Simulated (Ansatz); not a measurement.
The same path of ClF3H3OW (9 atoms, charge 0, multiplicity 2) was run twice with different band settings. Lost on the way: W1–H2. Made: H2–O8.

Theory: UKS PBE/def2-SVP in Ansatz.

Relaxed end points:

```xyz
9
Properties=species:S:1:pos:R:3
W 0.008 -0.254 0.596
H -0.343 -1.750 1.489
F 1.861 -0.037 0.514
Cl -0.307 2.143 0.646
F -1.824 -0.429 0.233
F 0.331 -1.704 -0.593
H -0.096 0.591 -0.984
O -0.054 0.116 2.483
H -0.090 1.062 2.763
```

```xyz
9
Properties=species:S:1:pos:R:3
W -0.071 0.082 0.026
H -0.140 0.308 2.983
F 1.738 0.306 0.409
Cl -0.489 2.323 0.557
F -1.885 -0.276 -0.094
F 0.269 -1.798 -0.139
H 0.133 0.413 -1.628
O -0.257 -0.414 2.335
H 0.189 -1.205 2.698
```

Common settings: movable images 9; climbing image yes; optimiser quadratic models (default); start path through a guess of the saddle point; force threshold 0.03 eV/Å; iteration limit 60; end points relaxed.

| run | spring |
| --- | --- |
| 1 | 5.0 eV/Å² |
| 2 | 0.5 eV/Å² |

Task: What does each run give, and how far can it be trusted?

Result: Run 1: converged after 33 iterations, highest image 0.298 eV above the first end. The profile has 2 maxima (images 1, 7) with wells between them (image 4): this band takes more than one step, which may be the mechanism or a detour left from its start path. Neighbouring images differ by up to 1.5 eV, so the band resolves the path poorly. A vibrational analysis at the climbing image gives one clearly imaginary mode, 226i cm⁻¹: a first-order saddle point.
Run 2: converged after 47 iterations, highest image 0.298 eV above the first end. The profile has 2 maxima (images 1, 7) with wells between them (image 4): this band takes more than one step, which may be the mechanism or a detour left from its start path. Neighbouring images differ by up to 1.5 eV, so the band resolves the path poorly. Another band between the same ends (9 images) ends at a top of the same energy, where a vibrational analysis finds 1 clearly imaginary mode.
